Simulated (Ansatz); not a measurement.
Ansatz (a program for electronic structure) input (HF/3-21G): The .json file is the Basis Set Exchange's 3-21G.

Ansatz 0.2 input:
```yaml
crystal:
  periodic: [false, false, false]
  atoms:
    - {symbol: Cd, position_ang: [0.38136955, 0.02641177, 0.43923159]}
    - {symbol: Cl, position_ang: [1.06630371, 0.36653197, -2.03768612]}
    - {symbol: Cl, position_ang: [-2.14311186, -0.44110640, 0.79750282]}
basis:
  gaussian:
    orbitals: 3-21G.json
hamiltonian:
  xc: {name: HF}
total_charge: -1
magnetization: {spin_polarized: true, initial_magnetization: 1}
phonons: {temperatures: {t_min: 298.15, t_max: 298.15, t_step: 100}}
```

Output:

```
WARN ansatz: RAYON_NUM_THREADS=1 ignored (pool sized by the plan → 1); use --threads N
Functional definition: HF
integrals: 0.02 GiB planned
847 factors; integrals over basis functions are off by at most 2.0e-4 eV
mean field: 0.40 GiB planned
mean field evaluation 1: about -172926.8402 eV, gradient 8.2e0 eV
mean field evaluation 2: about -172926.8465 eV, gradient 8.2e0 eV
mean field evaluation 4: about -172927.5129 eV, gradient 1.4e0 eV
mean field evaluation 8: about -172927.5630 eV, gradient 1.7e-4 eV
mean field -172927.56302587 eV, -6354.9707266885 hartree, gradient 3.3e-5 eV, S^2 0.752440; 0 other end points of the search recorded, 0 dependent functions left out
the calculation of the forces begins
reference -172927.56302587 eV, -6354.9707266885 hartree; 42, 41 occupied and 23, 24 virtual orbitals, 847 factors
these checks for a lower state are left out or cut short: stability, starts, cluster_reference, orbital_swaps, neighbouring_geometries, increment
integrals: 0.02 GiB planned
847 factors; integrals over basis functions are off by at most 2.0e-4 eV
mean field: 0.40 GiB planned
mean field evaluation 16: about -172927.5630 eV, gradient 1.0e-5 eV
mean field -172927.56301309 eV, -6354.9707262189 hartree, gradient 1.7e-6 eV, S^2 0.752441; 0 other end points of the search recorded, 0 dependent functions left out
the calculation of the forces begins
reference -172927.56301309 eV, -6354.9707262189 hartree; 42, 41 occupied and 23, 24 virtual orbitals, 847 factors
these checks for a lower state are left out or cut short: stability, starts, cluster_reference, orbital_swaps, neighbouring_geometries, increment
integrals: 0.02 GiB planned
847 factors; integrals over basis functions are off by at most 2.0e-4 eV
mean field: 0.40 GiB planned
mean field -172927.56301239 eV, -6354.9707261932 hartree, gradient 1.7e-6 eV, S^2 0.752440; 0 other end points of the search recorded, 0 dependent functions left out
the calculation of the forces begins
reference -172927.56301239 eV, -6354.9707261932 hartree; 42, 41 occupied and 23, 24 virtual orbitals, 847 factors
these checks for a lower state are left out or cut short: stability, starts, cluster_reference, orbital_swaps, neighbouring_geometries, increment
integrals: 0.02 GiB planned
847 factors; integrals over basis functions are off by at most 2.0e-4 eV
mean field: 0.40 GiB planned
mean field evaluation 32: about -172927.5630 eV, gradient 1.0e-5 eV
mean field -172927.56302359 eV, -6354.9707266046 hartree, gradient 1.7e-6 eV, S^2 0.752442; 0 other end points of the search recorded, 0 dependent functions left out
the calculation of the forces begins
reference -172927.56302359 eV, -6354.9707266046 hartree; 42, 41 occupied and 23, 24 virtual orbitals, 847 factors
these checks for a lower state are left out or cut short: stability, starts, cluster_reference, orbital_swaps, neighbouring_geometries, increment
integrals: 0.02 GiB planned
847 factors; integrals over basis functions are off by at most 2.0e-4 eV
mean field: 0.40 GiB planned
mean field -172927.56302344 eV, -6354.9707265994 hartree, gradient 1.7e-6 eV, S^2 0.752439; 0 other end points of the search recorded, 0 dependent functions left out
the calculation of the forces begins
reference -172927.56302344 eV, -6354.9707265994 hartree; 42, 41 occupied and 23, 24 virtual orbitals, 847 factors
these checks for a lower state are left out or cut short: stability, starts, cluster_reference, orbital_swaps, neighbouring_geometries, increment
integrals: 0.02 GiB planned
847 factors; integrals over basis functions are off by at most 2.0e-4 eV
mean field: 0.40 GiB planned
mean field -172927.56301688 eV, -6354.9707263582 hartree, gradient 1.7e-6 eV, S^2 0.752439; 0 other end points of the search recorded, 0 dependent functions left out
the calculation of the forces begins
reference -172927.56301688 eV, -6354.9707263582 hartree; 42, 41 occupied and 23, 24 virtual orbitals, 847 factors
these checks for a lower state are left out or cut short: stability, starts, cluster_reference, orbital_swaps, neighbouring_geometries, increment
integrals: 0.02 GiB planned
847 factors; integrals over basis functions are off by at most 2.0e-4 eV
mean field: 0.40 GiB planned
mean field -172927.56301751 eV, -6354.9707263815 hartree, gradient 1.7e-6 eV, S^2 0.752442; 0 other end points of the search recorded, 0 dependent functions left out
the calculation of the forces begins
reference -172927.56301751 eV, -6354.9707263815 hartree; 42, 41 occupied and 23, 24 virtual orbitals, 847 factors
Total energy: -172927.56302587 eV, -6354.9707266885 hartree
Atom 0 at     0.381370     0.026412     0.439232 Å, force     0.000145     0.000010     0.000167 eV/Å
Atom 1 at     1.066304     0.366532    -2.037686 Å, force     0.000026     0.000020    -0.000171 eV/Å
Atom 2 at    -2.143112    -0.441106     0.797503 Å, force    -0.000172    -0.000030     0.000004 eV/Å
Dipole moment:     0.530835     0.036763     0.611375 e Å
Vibrations: 79.87 241.45 250.04 cm⁻¹, zero-point energy 0.035420 eV
```

The blocks after the first are displaced geometries, from whose forces the wavenumbers follow.

The dipole moment of an ion depends on the origin.
